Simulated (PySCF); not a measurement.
C4H6F2, SMILES F[C@H]1C[C@@H](F)C1.

Geometry optimised at PBE0-D3(BJ)/def2-SVP. The structure was generated by enumeration; whether it is a known compound was not checked.

These are PySCF with TDA-LC-ωPBE/def2-SVPD values and carry that method's errors.

Vertical excitations. The molecule is in vacuum. State labels are in the subgroup C2v.

Computed lowest excited states:
```json
[
 {"state": "S1", "symmetry": "B2", "energy (eV)": "9.29", "λ (nm)": "133", "f": "0.003", "main pairs": "HOMO→LUMO 66 %, HOMO→LUMO+3 11 %"},
 {"state": "S2", "symmetry": "B1", "energy (eV)": "9.42", "λ (nm)": "132", "f": "0.029", "main pairs": "HOMO−1→LUMO 61 %, HOMO−2→LUMO+1 14 %"},
 {"state": "S3", "symmetry": "A2", "energy (eV)": "9.44", "λ (nm)": "131", "f": "0.000", "main pairs": "HOMO−2→LUMO 46 %, HOMO−1→LUMO+1 20 %, HOMO−2→LUMO+4 14 %, HOMO−2→LUMO+3 9 %"},
 {"state": "S4", "symmetry": "A1", "energy (eV)": "9.69", "λ (nm)": "128", "f": "0.031", "main pairs": "HOMO→LUMO+1 68 %, HOMO−3→LUMO 19 %"},
 {"state": "S5", "symmetry": "B2", "energy (eV)": "9.79", "λ (nm)": "127", "f": "0.002", "main pairs": "HOMO→LUMO+4 57 %, HOMO→LUMO 20 %, HOMO→LUMO+3 13 %"},
 {"state": "S6", "symmetry": "B1", "energy (eV)": "9.90", "λ (nm)": "125", "f": "0.030", "main pairs": "HOMO−1→LUMO+4 50 %, HOMO−1→LUMO 24 %, HOMO−1→LUMO+3 16 %"},
 {"state": "S7", "symmetry": "A2", "energy (eV)": "10.11", "λ (nm)": "123", "f": "0.000", "main pairs": "HOMO−2→LUMO 37 %, HOMO−2→LUMO+4 32 %, HOMO−2→LUMO+3 12 %, HOMO→LUMO+2 7 %"},
 {"state": "S8", "symmetry": "A2", "energy (eV)": "10.26", "λ (nm)": "121", "f": "0.000", "main pairs": "HOMO−1→LUMO+1 51 %, HOMO−2→LUMO+3 23 %, HOMO−1→LUMO+9 10 %"},
 {"state": "S9", "symmetry": "B1", "energy (eV)": "10.29", "λ (nm)": "120", "f": "0.006", "main pairs": "HOMO−2→LUMO+1 56 %, HOMO−1→LUMO+3 22 %"},
 {"state": "S10", "symmetry": "A1", "energy (eV)": "10.48", "λ (nm)": "118", "f": "0.000", "main pairs": "HOMO−1→LUMO+2 55 %, HOMO−3→LUMO 23 %"},
 {"state": "T1", "symmetry": "B2", "energy (eV)": "8.79", "λ (nm)": "141", "f": "0", "main pairs": "HOMO→LUMO 50 %, HOMO→LUMO+3 16 %, HOMO→LUMO+4 12 %"},
 {"state": "T2", "symmetry": "B1", "energy (eV)": "8.96", "λ (nm)": "138", "f": "0", "main pairs": "HOMO−1→LUMO 49 %, HOMO−1→LUMO+4 13 %, HOMO−2→LUMO+1 10 %, HOMO−1→LUMO+3 10 %"},
 {"state": "T3", "symmetry": "A2", "energy (eV)": "9.13", "λ (nm)": "136", "f": "0", "main pairs": "HOMO−2→LUMO 30 %, HOMO−2→LUMO+4 25 %, HOMO−1→LUMO+1 17 %, HOMO−2→LUMO+3 11 %"},
 {"state": "T4", "symmetry": "A1", "energy (eV)": "9.23", "λ (nm)": "134", "f": "0", "main pairs": "HOMO→LUMO+1 52 %, HOMO−3→LUMO 26 %"}
]
```
Triplets are in the Tamm–Dancoff approximation.
